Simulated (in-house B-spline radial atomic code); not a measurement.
Results of a calculation; reference values are marked as such.
## Mean free path of electrons in Sb from the free-electron model

The electrons form a uniform gas at zero temperature with Lindhard's dielectric function (RPA). An added electron of energy E, from the band bottom, collides once per mean free path λ, with 1/λ = (1/πE) ∫dω ∫dq/q Im(−1/ε(q, ω)), in atomic (or effective) units, with ω up to E − E_F and q between √(2E) ∓ √(2(E − ω)); electron-hole pairs and the plasmon pole are integrated apart. No exchange between the two electrons.

Sb: 5 valence electrons per atom, density 6.68 g/cm³, mass 121.76 u, so r_s = 2.14 bohr. Core levels, phonons and band structure are left out.

**Question.** Find E_F, the plasma energy, the screening length and the long-wave dispersion of the plasmon.

**Answer.** k_F = 1.91916/2.14 = 0.8968, E_F = k_F²/2 = 10.94 eV. ω_p = √(3/r_s³) = 0.5533 hartree = 15.06 eV. The Thomas-Fermi length is √(π/4k_F) = 0.936 bohr = 0.0495 nm. For small q, ω = ω_p + α q² with α = (3/5) E_F/ω_p = 0.4361; at q = 0.2683 this gives 15.91 eV, and the zero of ε lies at 15.94 eV. The plasmon meets the pair continuum ω = q k_F + q²/2 at q_c = 0.67072 = 0.75 k_F, 22.5 eV.

| E − E_F (eV) | λ (nm) | share of plasmon losses | lifetime (fs) | stopping (eV/nm) |
| --- | --- | --- | --- | --- |
| 0.547 | 279 | 0.00 | 139 | 0.0013 |
| 2.19 | 21.5 | 0.00 | 10 | 0.067 |
| 5.47 | 4.92 | 0.00 | 2.05 | 0.721 |
| 10.9 | 1.88 | 0.00 | 0.678 | 3.75 |
| 17.5 | 1.02 | 0.00 | 0.323 | 11.1 |
| 27.4 | 0.375 | 0.36 | 0.102 | 48.9 |
| 43.8 | 0.331 | 0.46 | 0.0754 | 61.2 |
| 98.5 | 0.453 | 0.56 | 0.073 | 48.9 |
| 241 | 0.805 | 0.64 | 0.0856 | 29.3 |
| 657 | 1.73 | 0.70 | 0.113 | 14.3 |

**Question.** Where is λ shortest, and how does it grow on either side?

**Answer.** The least value in the table is 0.331 nm at 43.8 eV, 2.9 times the plasma energy. Between the last two rows it grows as (E − E_F)^0.76, near Bethe's E/ln E, and between the first two as (E − E_F)^-1.85, where the Pauli principle blocks most collisions.

**Question.** Photoelectrons 657 eV above E_F leave through 2 nm of this material at 60° from the normal. What share escapes without loss, and what depth gives 95 % of a bulk signal? Ignore elastic scattering.

**Answer.** exp(−d/(λ cos θ)) = exp(−2/(1.73 × 0.500)) = 0.099. 95 % comes from within 3λ cos θ = 2.60 nm. The mean loss per collision is λ × stopping = 24.7 eV. The d or semicore shells, left out, add losses that the model lacks.
